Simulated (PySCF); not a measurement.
An unknown shows these calculated signals:

1H NMR (600 MHz, computed): δ 1.96 (s, 3H), 0.24 (s, 9H).

13C{1H} NMR (computed): δ 12.8 (CH3), -0.2 (CH3).

- shieldings: GIAO B97-2/pcSseg-2
- geometry: PBE0-D3(BJ)/def2-TZVP
- code: PySCF 2.14.0 with density-fitted response routines
- one averaged value for each set of equivalent atoms, a single conformation, non-relativistic Hamiltonian, no solvent model

Referencing at the same level of theory: 1H and 13C vs TMS.

Question: Which of these does the molecule contain: a heteroaromatic ring, an S-methyl group, a Si–CH3 group, a three-membered ring, a non-aromatic C=C double bond?

Answer: 
- A heteroaromatic ring: no.
- An S-methyl group: yes (δC 12.8; δH 1.96 (s)).
- A Si–CH3 group: yes (δC -0.2; δH 0.24 (s)).
- A three-membered ring: no.
- A non-aromatic C=C double bond: no.

The data belong to Me3Si(SMe) (CS[Si](C)(C)C, C$_{4}$H$_{12}$SSi); they needn't prove each group on their own.

Carbon signals by region: 2 below 50 ppm.

Shifts are as computed. Against solution values, carbons near 30 ppm lie about +3 ppm off and those near 130 ppm about +7 ppm. Of 1211 compounds with measured shifts, 218 miss one by over three times the rms of a fit or turn the order of signals round; such compounds aren't used in these exercises. No couplings were computed; multiplicities are counted from neighbouring protons, with m where these are inequivalent, close in shift, in a saturated or five-membered ring or joined by F or P, and br s for small geminal =CH2 splittings.
